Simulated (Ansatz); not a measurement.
Relative stability

The two ends of one reaction step of Si₄H₁₂O₄, singlet (PBE0-D4/def2-TZVP).

A:

```
20
angstrom
Si -0.6041 -1.5420 2.1577
H 0.3222 -0.6848 2.9367
H 2.6015 -0.4592 0.6955
O 1.7596 -0.5950 0.2590
Si 1.2432 0.5754 -0.7488
O 2.5405 1.1349 -1.5559
O 0.5524 1.8179 0.0313
Si -0.8416 2.3933 0.6717
O 0.1432 -0.0925 -1.7202
Si -0.7103 -1.4144 -2.1706
H -1.7481 -1.9261 3.0274
H -1.1416 -0.7834 0.9986
H 0.0850 -2.7672 1.6889
H 2.4884 2.0184 -1.9214
H -0.9016 2.0723 2.1198
H -0.8505 3.8668 0.4946
H -2.0172 1.8017 -0.0164
H -0.6001 -1.5650 -3.6429
H -2.1352 -1.2199 -1.8025
H -0.1857 -2.6312 -1.5023
```

B:

```
20
angstrom
Si -0.1390 -1.7751 1.9327
H 2.6306 0.4182 2.7450
H 2.7203 0.2480 2.0230
O -0.0724 -1.0995 0.4422
Si 0.5032 0.0780 -0.4969
O 2.1123 -0.1316 -0.5945
O 0.1869 1.5397 0.1200
Si -1.0119 2.5900 0.4973
O -0.2082 -0.0243 -1.9471
Si -1.0028 -1.0644 -2.9345
H -0.3547 -0.7238 2.9599
H -1.2786 -2.7240 1.9464
H 1.1212 -2.5016 2.2234
H 2.6254 0.5412 -1.0430
H -2.0587 1.9049 1.2996
H -0.4189 3.6945 1.2887
H -1.6239 3.1350 -0.7414
H -0.1895 -2.2857 -3.1657
H -1.2369 -0.3702 -4.2237
H -2.3043 -1.4491 -2.3311
```

Computed with Ansatz 0.2.0 (basis: def2-TZVPP); correlated methods freeze the cores. B3LYP uses VWN-RPA correlation.

Q: Which structure is lower at CCSD(T), and by how much? (Judge from chemistry; the value comes from the calculation.)

A: The calculation gives: B, by 0.741 eV (electronic energy, against the other). By their contacts, A is a complex of Si₃H₈O₄ ([OH][Si]([OH])([O][SiH3])[O][SiH3]) + SiH₄ and B is a complex of Si₄H₁₀O₄ ([OH][Si]([O][SiH3])([O][SiH3])[O][SiH3]) + H₂.

All methods give the same order:

```csv
method,E(B) − E(A) (eV)
SPW92,-0.542
PBE-D4,-0.631
BLYP-D4,-0.739
r2SCAN-D4,-0.743
B97M-V,-0.708
PBE0-D4,-0.657
B3LYP-D4,-0.747
r2SCAN0-D4,-0.737
BHLYP-D4,-0.779
CAM-B3LYP-D4,-0.751
wB97X-V,-0.710
wB97M-V,-0.710
B2PLYP,-0.798
PBE-QIDH,-0.742
RPA on PBE,-0.747
HF,-0.866
MP2,-0.812
CCSD,-0.746
CCSD(T),-0.741
```

T1 diagnostic: at most 0.012.

Labels in which every atom is bracketed show which atoms are joined, not bond orders.

For scale, one of the runs: CCSD(T)/def2-TZVPP, 460 basis functions, launched by `ansatz run in.yaml --threads 4 --pin off --events-out ev --progress --plain --max-ram 46080MiB --backend cuda --devices 0, --max-vram 37GiB`. Time: 22 s of wall clock on 4 CPU threads of an AMD EPYC 7R13 and a share of one NVIDIA H100; the host was shared. Peak host memory: 1.3 GiB.
